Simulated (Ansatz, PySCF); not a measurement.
Reaction R1 + R2 + 2 R3 → 3 P1 + P2, each structure at its B3LYP-D3(BJ)/def2-TZVP stationary point, reached from a drawn start (curvature not checked).
P1: H2 (SMILES [H][H]), charge 0, multiplicity 1.
R1, H2O (SMILES O) (charge 0, multiplicity 1, Z-matrix in Å and degrees):
```
O
H 1 0.9627
H 1 0.9627 2 105.24
```
R2, HCl (SMILES Cl) (charge 0, multiplicity 1, Z-matrix in Å and degrees):
```
Cl
H 1 1.2820
```
R3: SiH4 (SMILES [SiH4]), charge 0, multiplicity 1.
P2: ClH5OSi2 (SMILES [SiH3]O[SiH2]Cl), charge 0, multiplicity 1.

P less R. No zero-point or thermal terms. One arrangement of each flexible species, with no search for the lowest.

Cores are frozen in the correlated methods. CBS: X⁻³ extrapolation of the correlation energy, Hartree–Fock from the larger set.

Codes used: Ansatz (Gaussian orbitals); PySCF for the D3/D4 terms. Each number belongs to the level named beside it.

The comparison value is -244.8 kJ/mol (CCSD(T)/CBS(cc-pV(T+d)Z, cc-pV(Q+d)Z)). It is a level with limits of its own, not the exact answer.

**Question.** Order these levels by how close they come to the comparison value for the reaction energy, closest first: BHLYP/def2-TZVPP, B3LYP/def2-TZVPP, SVWN5/def2-TZVPP, revPBE/def2-TZVPP, B3LYP-D3(BJ)/def2-TZVPP. Give each level's value less the comparison value.

**Answer.** B3LYP-D3(BJ)/def2-TZVPP (9.0 kJ/mol), BHLYP/def2-TZVPP (20.7 kJ/mol), B3LYP/def2-TZVPP (27.6 kJ/mol), SVWN5/def2-TZVPP (32.2 kJ/mol), revPBE/def2-TZVPP (44.5 kJ/mol)

Ansatz is a first-principles code.
